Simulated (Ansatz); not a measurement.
C₃H₈B, SMILES `C[B]CC` radical, 12 atoms. Charge 0, multiplicity 2. Hardware: A = 2 threads of a server CPU on a shared host; B = 2 threads of an AMD EPYC 7R13 on a shared host and a share of an NVIDIA H100 80 GB. Correlated methods freeze the cores. Open-shell runs search over several starts.

Q: Give the basis size and wall time and peak host memory of each of these runs in Ansatz. UHF-MP2/def2-QZVPP energy [B]; UKS PBE0-D4/def2-SVP energy [A]; UKS ωB97M-V/def2-QZVPP energy [B]; UKS PBE0-D4/def2-TZVP relaxation (12 steps) [A]; UKS PBE-QIDH (frozen core)/def2-TZVPP energy [A]; UKS HSE06 (plane-wave form)-D4/def2-TZVPP energy [A]; UKS ωB97X-V/def2-TZVPP energy [A]; UHF-CCSD(T)/cc-pV(D+d)Z energy [A]; UKS PBE0-D4/def2-QZVPP energy [B]; UHF-CCSD(T)/def2-SVP energy [A]; UHF-CCSD(T)/def2-TZVPP energy [B]; direct RPA on PBE orbitals/def2-TZVPP energy [A]. (An estimate is asked.)

A: Computed: Other jobs shared the machine, so times are rough.

```csv
level,job,functions,wall time,peak host memory (GiB)
UKS PBE0-D4/def2-SVP,energy [A],96,3.5 s,0.47
UKS HSE06 (plane-wave form)-D4/def2-TZVPP,energy [A],236,7.5 s,0.68
UHF-CCSD(T)/def2-TZVPP,energy [B],236,8 s,1
UHF-MP2/def2-QZVPP,energy [B],468,11 s,1.1
direct RPA on PBE orbitals/def2-TZVPP,energy [A],236,12 s,0.67
UKS PBE-QIDH (frozen core)/def2-TZVPP,energy [A],236,14 s,0.67
UKS PBE0-D4/def2-QZVPP,energy [B],468,14 s,1.1
UKS ωB97M-V/def2-QZVPP,energy [B],468,16 s,1.3
UHF-CCSD(T)/cc-pV(D+d)Z,energy [A],96,19 s,0.81
UHF-CCSD(T)/def2-SVP,energy [A],96,20 s,0.83
UKS ωB97X-V/def2-TZVPP,energy [A],236,20 s,0.86
UKS PBE0-D4/def2-TZVP,relaxation (12 steps) [A],172,56 s,0.45
```
